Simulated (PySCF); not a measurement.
## Gas-phase XPS of ZnMe(CN), computed

Compound: ZnMe(CN), C₂H₃NZn (singlet state).
Structure used (PBE0-D3(BJ)/def2-SVP), in Å, numbered top down from 1:
```
atom  x, y, z in Å
Zn1    0.0043    0.0012   -0.5540
C2    -0.0021   -0.0152    1.3711
H3     0.7730    0.6557    1.7730
H4     0.1913   -1.0281    1.7569
H5    -0.9762    0.3177    1.7619
C6     0.0034    0.0228   -2.4737
N7     0.0065    0.0460   -3.6353
```

Method: delta-SCF UKS SCAN, pcX-2 on the ionised atom (unc-x2c-TZVPall on a metal), pcseg-1 elsewhere, spin-free X2C in PySCF 2.14.0. These are vertical core ionisation energies against the vacuum level, from separate self-consistent calculations with and without the core hole.

Q: Give the core binding energies atom by atom.

A: 
```tsv
atom(s)	bonded to	level	binding energy (eV)	above the level's lowest (eV)	count
C2	3 H and Zn	C 1s	290.56	0.00	1
C6	N and Zn	C 1s	291.34	+0.78	1
N7	C	N 1s	404.96	0.00	1
```

Lowest listed C 1s: C2, bonded to 3 H and Zn. Highest, 0.78 eV above it: C6, bonded to N and Zn.

Q: Express the binding energy of C 1s of C2 in atomic units and per mole.

A: 290.56 eV = 10.6779 Eh = 28035 kJ/mol.

Q: Which photon wavelength matches the C 1s of C2 threshold?

A: λ = hc/E = 12398.42 eV Å / 290.56 eV = 42.671 Å.

Not every level is listed. No level of zinc is listed. Geometry: PBE0-D3(BJ)/def2-SVP; no solvent, vibrations or thermal averaging. Metal 2p energies of this one-determinant scheme are less reliable than its 1s energies.

On one thread of an x86-64 server (shared host), this took 22 s wall.
